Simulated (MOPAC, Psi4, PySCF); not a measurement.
Approach curve of the dimer CH4 ··· CH4O (SMILES C and CO). Monomers: optimised at B3LYP-D3(BJ) (def2-TZVP), held rigid. Orientation: a higher rigid-body minimum at GFN2-xTB. The monomers approach along the line of their centres of mass (distance R); nothing else relaxes.

Geometry at R = 4.49 Å (first 5 atoms: monomer A):
```
11

C      0.0000     0.0000     0.0000
H      0.3855    -0.7725     0.6640
H      0.8166     0.4098    -0.5929
H     -0.4532     0.7942     0.5917
H     -0.7489    -0.4315    -0.6627
C     -2.5945    -1.0820     2.5060
O     -3.4933    -1.5527     3.5005
H     -3.0456    -0.3100     1.8728
H     -2.2236    -1.8914     1.8674
H     -1.7469    -0.6432     3.0304
H     -4.2558    -1.9468     3.0658
```

RKS-B3LYP/LANL2DZ = restricted B3LYP/LANL2DZ, no counterpoise correction (PySCF 2.14.0); RHF/STO-3G = restricted Hartree-Fock/STO-3G, no counterpoise correction (PySCF 2.14.0); PM3, restricted, heats of formation (MOPAC); SAPT0/jun-cc-pVDZ, frozen core (Psi4).

Interaction energies in kJ/mol:

```tsv
R / Å	RKS-B3LYP/LANL2DZ	RHF/STO-3G	PM3
3.87	4.89	8.88	-0.22
4.12	0.94	3.23	-1.63
4.30	-0.01	1.49	-1.49
4.49	-0.30	0.62	-1.15
4.70	-0.29	0.20	-0.79
4.90	-0.20	0.05	-0.52
5.16	-0.10	-0.02	-0.29
5.52	-0.03	-0.03	-0.12
5.95	-0.03	-0.02	-0.04
6.71	-0.04	-0.02	-0.01
7.70	-0.02	-0.01	0.00
8.98	-0.01	0.00	0.00
```

Task: Predict the corresponding SAPT0/jun-cc-pVDZ column.

Result: 3.87: 3.18; 4.12: -0.25; 4.30: -1.06; 4.49: -1.27; 4.70: -1.19; 4.90: -1.01; 5.16: -0.78; 5.52: -0.52; 5.95: -0.33; 6.71: -0.15; 7.70: -0.07; 8.98: -0.03 (kJ/mol).
